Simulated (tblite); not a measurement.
C8H15P.
Structure used (GFN2-xTB), in Å, numbered top down from 1:
```xyz
24
C8H15P angstrom
C     -1.1203   -2.2653   -0.7526
C     -0.9088   -0.9323   -0.0461
C     -2.1702   -0.0677   -0.0171
C     -1.7246    1.3613    0.2661
C     -0.6027    1.6587   -0.7249
P      0.4230    0.1059   -0.8971
C      1.5275    0.3560    0.5535
C      2.7050   -0.5639    0.7037
C      2.9199    0.8539    0.2905
H     -1.4030   -2.1064   -1.7917
H     -0.2051   -2.8537   -0.7341
H     -1.9079   -2.8375   -0.2638
H     -0.5718   -1.1237    0.9798
H     -2.6595   -0.1073   -0.9935
H     -2.8767   -0.4279    0.7332
H     -2.5479    2.0695    0.1563
H     -1.3520    1.4322    1.2901
H     -1.0205    1.8921   -1.7079
H      0.0284    2.4952   -0.4211
H      1.0431    0.6962    1.4642
H      2.9988   -0.8645    1.6987
H      2.8457   -1.3326   -0.0423
H      3.3630    1.5389    0.9983
H      3.2049    1.0426   -0.7345
```

Method: GFN2-xTB as coded in tblite; computed harmonic values from a numerical Hessian at the method's own geometry, unscaled. This tight-binding method is rough: wavenumbers can miss measured ones by several per cent, in bad cases by 10 to 20. One conformer, not necessarily the lowest.

Harmonic wavenumbers (cm⁻¹): 36.4, 59.9, 130.3, 167.5, 211.7, 237.5, 259.5, 282.3, 326.8, 406.9, 441.3, 519.4, 651.6, 663.4, 697.2, 800.5, 811.5, 834.2, 869.4, 926.7, 959.0, 964.1, 983.0, 992.2, 1014.9, 1021.9, 1059.5, 1067.9, 1068.5, 1079.0, 1085.6, 1103.8, 1133.4, 1152.2, 1171.3, 1201.4, 1211.2, 1247.2, 1257.5, 1276.5, 1315.9, 1326.9, 1331.7, 1410.8, 1436.5, 1450.7, 1480.6, 1484.8, 1495.6, 1498.0, 1499.4, 2899.0, 2948.4, 2959.6, 2970.6, 2974.1, 2977.0, 2982.6, 2987.2, 3008.8, 3021.7, 3029.0, 3077.1, 3077.4, 3078.2, 3095.4.

A = 2124, B = 1054, C = 829.5 MHz; mass 142.091 u (most abundant isotopes); point group C1, symmetry number 1.

Task: What is the zero-point energy?

Result: ½Σν̃ = 46101 cm⁻¹ = 131.81 kcal/mol.

Task: Give the ideal-gas entropy at 500 K and 1 bar in the rigid-rotor, harmonic-oscillator model (classical rotation).

Result: Translation 43.36, rotation 31.08, vibration 52.62: S = 127.1 cal/(mol K).

Task: And Cp and H(500 K) − H(0)?

Result: Cp = 66.06 cal/(mol K), of which vibrations give 58.11 (their classical limit is 66 R = 131.2); H(500 K) − H(0) = 17.91 kcal/mol without the zero-point energy, 13.94 from vibrations.

Task: What must be added to the electronic energy to get the Gibbs energy at 500 K and 1 bar?

Result: ZPE + [H(500 K) − H(0)] − T·S = 131.81 + 17.91 − 63.53 = 86.19 kcal/mol.

Task: How do the functions run with temperature in this model?

Result: 
```json
{"T (K)": "50", "S (cal/(mol K))": "59.6", "Cp (cal/(mol K))": "12.8", "H − H(0) (kcal/mol)": "0.51", "G − H(0) (kcal/mol)": "-2.48", "ln q(vib)": "0.66"}
{"T (K)": "100", "S (cal/(mol K))": "70.2", "Cp (cal/(mol K))": "18.4", "H − H(0) (kcal/mol)": "1.29", "G − H(0) (kcal/mol)": "-5.74", "ln q(vib)": "1.84"}
{"T (K)": "298.15", "S (cal/(mol K))": "99.7", "Cp (cal/(mol K))": "40.8", "H − H(0) (kcal/mol)": "7.02", "G − H(0) (kcal/mol)": "-22.71", "ln q(vib)": "6.94"}
{"T (K)": "373.15", "S (cal/(mol K))": "110.0", "Cp (cal/(mol K))": "50.9", "H − H(0) (kcal/mol)": "10.46", "G − H(0) (kcal/mol)": "-30.58", "ln q(vib)": "8.95"}
{"T (K)": "750", "S (cal/(mol K))": "158.2", "Cp (cal/(mol K))": "87.3", "H − H(0) (kcal/mol)": "37.29", "G − H(0) (kcal/mol)": "-81.36", "ln q(vib)": "19.51"}
{"T (K)": "1000", "S (cal/(mol K))": "185.4", "Cp (cal/(mol K))": "101.2", "H − H(0) (kcal/mol)": "60.98", "G − H(0) (kcal/mol)": "-124.38", "ln q(vib)": "26.36"}
```

q(vib) and H(0) count from the zero-point level.

Task: Which modes carry the vibrational entropy at 500 K?

Result: 36.4 cm⁻¹: 6.47; 59.9 cm⁻¹: 5.48; 130.3 cm⁻¹: 3.95; 167.5 cm⁻¹: 3.46; 211.7 cm⁻¹: 3.00; 237.5 cm⁻¹: 2.78 cal/(mol K); the other 60 give 27.48 together.

Hindered rotation and anharmonicity are outside this model. Other conformers, if any are populated, would add a mixing term that is left out. The structure is chiral; the term R ln 2 for an equal mix with its mirror image is left out.
